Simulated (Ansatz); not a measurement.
The cluster Ge₃Sb₂⁻. Total charge -1; doublet. Geometry r2SCAN-D4/def2-SVPD, basis def2-TZVPD, Ansatz.

| atom | x (Å) | y (Å) | z (Å) |
| --- | --- | --- | --- |
| Sb1 | 0.8539 | 1.5870 | -0.2644 |
| Sb2 | -0.5915 | -0.0082 | 1.5978 |
| Ge3 | -1.6621 | 0.7412 | -0.8896 |
| Ge4 | -0.3767 | -1.4218 | -0.8189 |
| Ge5 | 1.7765 | -0.8982 | 0.3751 |

```csv
run,HOMO (eV),LUMO (eV)
A,-1.03,2.15
B,0.22,0.93
C,-0.44,1.47
D,0.10,1.00
E,0.34,0.86
```

In the def2 sets Sb takes a core potential; there is no spin–orbit coupling. Another isomer (doublet) lies 0.03 eV lower at PBE0-D4/def2-TZVPD; other spin states weren't run for this one.

HOMO and LUMO are taken over both spins.

Question: The runs used B97M-V, BHLYP, PBE, PBE0, r2SCAN. Estimate which is which.

Answer: A BHLYP (50 % exact exchange); B B97M-V (0 % exact exchange); C PBE0 (25 % exact exchange); D r2SCAN (0 % exact exchange); E PBE (0 % exact exchange). Exact exchange lowers occupied and raises empty levels; among semilocal functionals meta-GGAs tend to open the gap a little, and such runs are hard to tell apart. The gap grows from 0.52 eV (PBE) to 3.18 eV (BHLYP). At B97M-V/def2-TZVPD, r2SCAN-D4/def2-TZVPD, PBE-D4/def2-TZVPD the highest occupied level of the charge -1 doublet lies above zero (up to 0.34 eV). The electron is either unbound and held by the finite basis, or the level is raised by self-interaction error.
